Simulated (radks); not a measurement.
The numbers below are computed, except where a source is named.
Q: The lanthanum ion La3+, [Xe]. Code: a radial shooting solver on a logarithmic mesh with Libxc functionals. Model: non-relativistic Kohn-Sham, exchange-only B88, spin-polarised, spherical densities, point nucleus. Every spin shell is full or empty, so the densities are truly spherical. Functionals are evaluated on that one density, not self-consistently. Rank these exchange functionals by their error against the exact value of the orbitals, and give that value: LDA, PBE, RPBE, PW91, OPTX, WC, AM05, B86b, EV93, APBE, r2SCAN, MS2, MVS.

A: Exact: -193.697 hartree. From best to worst, with 100 (|E| - |E exact|)/|E exact| (equal figures are ties): PW91 -0.01, B86b -0.02, MVS +0.05, r2SCAN -0.14, RPBE -0.25, APBE +0.28, EV93 -0.39, PBE -0.43, MS2 -0.62, WC -0.82, OPTX +1.35, AM05 -4.33, LDA -4.63.
